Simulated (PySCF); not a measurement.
These compounds are isomers of formula C4H7FO2.

A. SMILES [C@@H]1(F)C[C@@H](OC)O1
B. SMILES C([C@H](OC)C)(=O)F
C. `InChI=1S/C4H7FO2/c1-2-6-4-7-3-5/h2H,1,3-4H2`

Spectrum 1. 1H NMR (400 MHz, computed): δ 6.27 (m, 1H), 5.70 (m, 1H), 3.61 (s, 3H), 2.83 (m, 1H), 2.67 (m, 1H). 13C{1H} NMR (computed): δ 114.6 (CH, d, J = 298.1 Hz), 105.9 (CH), 57.1 (CH3), 41.9 (CH2, d, J = 25.8 Hz).

Spectrum 2. 1H NMR (400 MHz, computed): δ 6.56 (dd, J = 14.3, 7.5 Hz, 1H), 5.68 (d, J = 60.2 Hz, 2H), 5.22 (s, 2H), 4.92 (dd, J = 14.3, 2.9 Hz, 1H), 4.54 (dd, J = 7.5, 2.9 Hz, 1H). 13C{1H} NMR (computed): δ 159.3 (CH), 101.3 (CH2, d, J = 272.6 Hz), 98.2 (CH2), 92.8 (CH2).

Spectrum 3. 1H NMR (400 MHz, computed): δ 3.87 (m, 1H), 3.67 (s, 3H), 1.59 (d, 3H). 13C{1H} NMR (computed): δ 171.5 (C), 78.1 (CH), 59.4 (CH3), 21.5 (CH3).

Isolated molecule, relativity neglected, rapidly exchanging positions averaged, single conformer. Spin–spin couplings from B3LYP/pcJ-1 (spin–dipole term left out of most H,H and C,H couplings); geometry: GFN2-xTB; shielding tensors at PBE0/pcSseg-1 (GIAO); PySCF 2.14.

Chemical shifts δ = σref − σ; 1H (31.72 ppm), 13C (186.93 ppm) vs TMS, all at this level. Multiplet labels drop J under 1 Hz and among equivalent protons, and merge close values. Unscaled 3J(H,H) run several per cent high. Splittings of carbon signals by F and P are missing where no couplings were computed. Where no couplings were computed, multiplicities follow the n + 1 count of equivalent neighbours, and m marks all less simple cases (inequivalent or close neighbours, rings, F or P nearby). Vicinal couplings that depend on rotamer populations or ring flexing (ring, CH–CH, X–H and H–F types) are those of the one conformer. One-bond C–F couplings are unscaled and too large by tens of Hz. Shifts are as computed. Against solution values, carbons near 30 ppm lie about +3 ppm off and those near 130 ppm about +5 ppm. Of 1309 compounds with measured shifts, 239 miss one by over three times the rms of a fit or turn the order of signals round; such compounds aren't used in these exercises.

Q: Which spectrum belongs to which compound?

A: 1–A, 2–C, 3–B.

- Spectrum 1 (A): 4 13C signals; δC 114.6 is an sp3 CH bonded to F and O; δC 105.9 is an sp3 carbon bearing two oxygens.
- Spectrum 2 (C): 4 13C signals; δC 159.3 is an alkene carbon bearing oxygen; δC 101.3 is an sp3 CH2 bonded to F and O.
- Spectrum 3 (B): 4 13C signals; δC 78.1 is an sp3 CH bonded to O, α to a carbonyl; δC 59.4 is a methyl carbon bonded to O.
